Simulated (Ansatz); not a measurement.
Species: CHS2, charge 1, multiplicity 1. SMILES: S=C=[SH+]
Geometry from a B3LYP-D3(BJ)/def2-TZVP (Ansatz, an electronic-structure program) optimisation:
```xyz
4

S      1.5692    -0.3050     0.1177
C      0.0958    -0.0321     0.0255
S     -1.4865     0.3413    -0.1827
H     -1.8991    -0.3890     0.8868
```
Charge +1, spin multiplicity 1.

Quantity: vertical ionisation energy to the doublet, in eV. Set-up: open shells spin-unrestricted; no dispersion term unless named; no spin-orbit coupling; non-relativistic; 6-31G* and kin with 6d, 5d where marked; 6-311+G** with 5d, 6d on Na to Ar in Ansatz; each state is the SCF solution reached for its charge and spin. First-principles rows: single points at B3LYP-D3(BJ) geometries (Ansatz).

| level | program | vertical ionisation energy to the doublet (eV) |
|---|---|---|
| B3LYP/STO-3G | Ansatz | 15.63 |
| B3LYP/3-21G | Ansatz | 17.09 |
| B3LYP/6-31G* | Ansatz | 16.81 |
| B3LYP/6-311+G** | Ansatz | 16.81 |
| B3LYP/def2-TZVPD | Ansatz | 16.76 |

No value to compare with is used here. The 4 habitual levels span 15.63 (B3LYP/STO-3G) to 17.09 eV (B3LYP/3-21G); B3LYP/def2-TZVPD gives 16.76.

The sets are all those run for this method; left out are runs that failed, that the program found above a lower state of the same kind, or whose <S^2> lies over 0.5 above the pure value.
